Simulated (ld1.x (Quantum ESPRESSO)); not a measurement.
titanium (Ti): excitation energies, all-electron against RRKJ

```
Element                 : titanium
Generator               : ld1.x (Quantum ESPRESSO) 7.5
Type                    : norm-conserving RRKJ (Kleinman–Bylander form)
Functional              : PBEsol
Relativity              : scalar-relativistic
Frozen core             : [Ne] 3s2
Valence charge          : 10
Reference configuration : 3p6 3d2 4s0 4p0 (charge +2)
Partial waves           : 3p (bound): rc 1.24 bohr; 3d (bound): rc 2.25 bohr; 4s (bound, empty): rc 2.05 bohr
Local potential         : the s channel
Core correction         : none
rho0                    : 0.01
```

Energies are relative to the spin-unpolarised reference configuration 3p6 3d2 4s0 4p0; without spin polarisation the order of configurations can differ from experiment.

Question: Give the all-electron excitation energy and the error of the potential for: 3p6 3d2 4s2 4p0; 3p6 3d2 4s1 4p0; 3p6 3d1 4s0 4p0; 3p6 3d2 4s1.5 4p0; 3p6 3d1 4s2 4p1; 3p6 3d3 4s0 4p0; 3p6 3d0 4s0 4p0.

Answer:

```csv
valence configuration,charge,ΔE all-electron (eV),error AE − PS (meV)
3p6 3d2 4s2 4p0,0,-20.830,+61
3p6 3d2 4s1 4p0,+1,-13.471,+22
3p6 3d1 4s0 4p0,+3,26.896,+154
3p6 3d2 4s1.5 4p0,+0.5,-17.886,+42
3p6 3d1 4s2 4p1,0,-16.133,-518
3p6 3d3 4s0 4p0,+1,-13.468,-39
3p6 3d0 4s0 4p0,+4,70.140,+1291
```

These tests converged, but a pseudo level misses the all-electron one widely, so the file describes the atom poorly there or has found another state: 3p6 3d1 4s0 4p0: empty 4p by 2.2 eV (a node warning on the way); 3p6 3d0 4s0 4p0: empty 4p by 3.9 eV (a node warning on the way). ld1.x printed “convergence not achieved” for 4 of the counted tests; their residual had stalled under 1e-8, short of the target of 1e-14.
